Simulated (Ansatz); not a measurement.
`CBN[SiH3]` → `CBN` + `[SiH2]` at 600 K and 1 bar (silylene loss).

Calculated with Ansatz (gas phase, PBE0-D4/def2-TZVP geometries, no zero-point term in ΔE). CCSD(T)/CBS is the MP2 limit (def2-TZVPP, def2-QZVPP) plus CCSD(T) − MP2 in def2-TZVPP, frozen cores. This one scheme is used for every species. Each species was taken in one conformer, which may not be the lowest.

```
    species  CCSD(T)/CBS energy (Eh)  H − E (kJ/mol)  S (J/(mol·K))
`CBN[SiH3]`               -411.50704           302.9          425.3
      `CBN`               -121.21267           244.5          338.1
   `[SiH2]`               -290.19011            52.1          233.9
```

H − E and S are ideal-gas, rigid-rotor, harmonic terms from PBE0-D4/def2-TZVP, for one conformer and one mirror image of each species. 1 Eh = 2625.50 kJ/mol, R = 8.31446 J/(mol·K).

Q: By hand: ΔE, ΔH, ΔS and ΔG.

A: ΔE = (-121.21267) + (-290.19011) − (-411.50704) = 0.10426 Eh = 273.7 kJ/mol. Δ(H − E) = 244.5 + 52.1 − 302.9 = -6.3, so ΔH = 267.4 kJ/mol. ΔS = 338.1 + 233.9 − 425.3 = 146.7 J/(mol·K). ΔG = 267.4 − 600 × (146.7)/1000 = 179.4 kJ/mol.

Q: By hand: the equilibrium constant, and the temperature at which ΔG would vanish if ΔH and ΔS stayed fixed.

A: log₁₀ K = −ΔG/(RT ln 10) = -15.6. ΔG = 0 at ΔH/ΔS = 1823 K.

The number of gas molecules changes by +1, which sets the sign of ΔS. A doubt of 5 kJ/mol in ΔE shifts log₁₀ K by 0.4 here. Other conformers and mirror images would add mixing entropy, several J/(mol·K) or more a flexible species. These are equilibria of isolated gas molecules and say nothing of rates. Largest T1 diagnostic: 0.014 (customary marks: 0.02 for closed shells, 0.045 for open ones).
